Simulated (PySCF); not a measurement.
Compound: CH9ClGe2Si.
Numbering: `[CH3:1][Ge@@H:2]([Cl:3])[SiH2:4][GeH3:5]` (hydrogens: H6, H7, H8 on C1; H9 on Ge2; H10, H11 on Si4; H12, H13, H14 on Ge5)

A GFN2-xTB structure was refined with PBE0-D3(BJ)/def2-SVP geometry optimisation, gas phase (PySCF 2.14.0). Its GFN2-xTB values:

```csv
coordinate,GFN2-xTB
C1–Ge2,1.989 Å
C1–H6,1.086 Å
Ge2–Cl3,2.128 Å
Ge2–Si4,2.369 Å
Ge2–H9,1.540 Å
Si4–Ge5,2.338 Å
Si4–H10,1.466 Å
Si4–H11,1.464 Å
Ge5–H12,1.498 Å
C1–Ge2–Cl3,105.0°
C1–Ge2–Si4,115.7°
Ge2–Si4–Ge5,110.2°
Cl3–Ge2–Si4,111.5°
C1–Ge2–Si4–Ge5,-41°
```

Problem. How do these coordinates change at the PBE0-D3(BJ)/def2-SVP level?

Solution. 
| coordinate | PBE0-D3(BJ)/def2-SVP (Å or °) | change |
| --- | --- | --- |
| Ge2–Cl3 | 2.191 | +0.063 |
| Si4–Ge5 | 2.384 | +0.046 |
| C1–Ge2 | 1.946 | -0.043 |
| Ge5–H12 | 1.536 | +0.038 |
| Si4–H10 | 1.498 | +0.032 |
| Si4–H11 | 1.495 | +0.031 |
| C1–H6 | 1.100 | +0.014 |
| Ge2–Si4 | 2.383 | +0.014 |
| Ge2–H9 | 1.542 | +0.002 |
| Cl3–Ge2–Si4 | 102.8 | -8.7 |
| Ge2–Si4–Ge5 | 106.5 | -3.7 |
| C1–Ge2–Si4 | 113.5 | -2.2 |
| C1–Ge2–Cl3 | 106.4 | +1.4 |
| C1–Ge2–Si4–Ge5 | -70 | -29 |

The energy falls by 24.9 kJ/mol over 28 energy and gradient evaluations, the largest force component goes from 0.0186 to 1.1e-04 Eh/bohr, and the atoms move by 0.550 Å rms after alignment. The bond that changes most is Ge2–Cl3 (ends: germanium bonded to C, Cl, Si and H; chlorine bonded to Ge), which lengthens by 0.063 Å. Bonds longer at the end by more than 0.005 Å: 11 of 13; shorter: 1. Among the dihedrals that turn most is H9–Ge2–Si4–Ge5, from -165° to 159°. Rotational constants go from 2065, 548.5, 533.4 to 1843, 642.7, 570.8 MHz.

The run used 159 basis functions and 163 SCF cycles in all. The run took 5.2 min wall on Arm Neoverse V2, one thread, shared host with 96 logical CPUs at a one-minute load of 85, and the process peaked at 0.75 GiB of memory.

Stationary, but not proved a minimum. One conformer, not necessarily the lowest.
